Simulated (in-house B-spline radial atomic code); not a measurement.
Results of a calculation; reference values are marked as such.
## Stopping and range of 5 keV Be in InAs

The pair potential comes from two frozen, spherical free-atom densities (PBE, B-spline radial code, scalar-relativistic past argon): electrostatics plus the change in Thomas-Fermi kinetic and Dirac exchange energy where they overlap, the recipe behind the universal ZBL potential, which averages such potentials (from solid-state densities) over many pairs. It is written V = (Z1 Z2 e²/r) φ(r/a), with e² = 14.3996 eV·Å and a = 0.46850 Å/(Z1^0.23 + Z2^0.23); ZBL's fit is φ = 0.18175 e^(−3.1998x) + 0.50986 e^(−0.94229x) + 0.28022 e^(−0.4029x) + 0.02817 e^(−0.20162x). Where φ falls below 4e-4 it is continued as an exponential.

The target is taken as amorphous, with density 5.68 g/cm³ (NSM archive of the Ioffe Institute); channelling is ignored. Masses: Be 9.01, In 114.82, As 74.92 u. Nuclear stopping is S_n = 4π a Z1 Z2 e² M1/(M1 + M2) × s_n(ε), with s_n integrated over impact parameters for each pair. Electronic stopping is Lindhard and Scharff's S_e = Z1^(1/6) 8π e² a0 Z1 Z2/(Z1^(2/3) + Z2^(2/3))^(3/2) × v/v0, with a0 = 0.529177 Å and v = v0 at 24.801 keV/u; it misses the oscillations with Z1 seen in experiment, which reach tens of per cent. Compounds add by atom fraction.

```tsv
target atom	a (Å)	ε at this energy	s_n, this pair	s_n, ZBL potential
In	0.12254	0.2013	0.3464	0.3452
As	0.12976	0.3047	0.3601	0.3506
```

(1) What are the atom density and the stopping powers at entry?

Along the track:

| E (keV) | N S_n (eV/nm) | N S_e (eV/nm) |
| --- | --- | --- |
| 0.25 | 21.1 | 8.68 |
| 0.75 | 30.3 | 15 |
| 1.5 | 35.8 | 21.3 |
| 2.5 | 39.1 | 27.5 |
| 3.75 | 40.7 | 33.6 |
| 5 | 41.3 | 38.8 |

(2) Estimate the path length and the projected range.

Answers

(1) N = 5.68 × 0.602214/94.87 = 0.03606 atoms/Å³. For In: S_n = 316.2 × 0.3464 = 109.5 eV·Å², S_e = 1.5764 × √5000 = 111.5 eV·Å². For As: S_n = 332.7 × 0.3601 = 119.8 eV·Å², S_e = 1.4699 × √5000 = 103.9 eV·Å². Averaged over the target's atoms (half each) and times N × 10 Å/nm, the ion loses N S_n = 41.3 eV/nm to recoils and N S_e = 38.8 eV/nm to electrons; the nuclear share is 52 %.

(2) With continuous slowing down the path is the integral of dE/(N (S_n + S_e)). Trapezoids over the table give 79 nm, and the stretch below the first row, with stopping taken as √E, adds 2E/(N S) = 17 nm: 95.8 nm in all, against 91.2 nm on a fine grid from 5 eV. Deflections shorten the depth: to first order in the energy passed on, N (S_n + S_e) dR_p/dE = 1 − N S_n (M2/M1) R_p/(2E), summed over the target's atoms, and integrating this on the fine grid gives R_p = 17.5 nm, 0.19 of the path. Lindhard's rule of thumb R/(1 + M2/3M1), with mean M2/M1 = 10.53, gives 20.2 nm; it is meant for M2/M1 below about 2. On the ZBL potential the same equation gives 17.7 nm, and the full integral equation, which keeps hard collisions, 18.3 nm.
